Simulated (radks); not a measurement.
Task: The rhodium ion Rh4+, [Kr] 4d5. Method: non-relativistic Kohn-Sham, exchange-only PBE, spin-polarised, spherical densities, point nucleus; computed with a radial shooting solver on a logarithmic mesh with Libxc functionals. Every spin shell is full or empty, so the densities are truly spherical. Functionals are evaluated on that one density, not self-consistently. Rank these exchange functionals by their error against the exact value of the orbitals, and give that value: LDA, PBEsol, PW91, OPTX, SOGGA, EV93, TPSS, TASK.

Result: Exact: -132.579 hartree. From best to worst, with 100 (|E| - |E exact|)/|E exact| (equal figures are ties): PW91 -0.06, EV93 -0.24, TPSS -0.27, OPTX +1.08, TASK -2.29, PBEsol -2.41, SOGGA -2.42, LDA -5.15.
